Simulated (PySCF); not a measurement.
SMILES O[Se]C(C)C (C₃H₈OSe) (PBE0/def2-SVP optimised geometry):

```
13

Se    -0.366    -1.801     0.000
C     -0.618     0.147     0.000
C     -0.014     0.761    -1.253
C     -0.086     0.771     1.280
H     -1.720     0.227    -0.028
H     -0.140     1.857    -1.247
H      1.063     0.541    -1.300
H     -0.482     0.362    -2.164
H     -0.574     0.352     2.171
H     -0.245     1.862     1.277
H      0.999     0.598     1.366
O      1.451    -1.801     0.000
H      1.720    -1.862     0.925
```

Computed with PySCF with PBE0/def2-TZVP.

Task: What are the frontier orbital energies and the dipole moment?

Result: HOMO-2 -9.67 eV, HOMO-1 -8.00 eV, HOMO -6.28 eV, LUMO -0.83 eV, LUMO+1 0.88 eV; dipole moment 2.05 D.

Meta-Löwdin charges at PBE0/def2-TZVP: Se1 0.34, C2 -0.14, C3 -0.35, C4 -0.34, H5 0.12, H6 0.11, H7 0.12, H8 0.12, H9 0.12, H10 0.12, H11 0.11, O12 -0.66, H13 0.34.
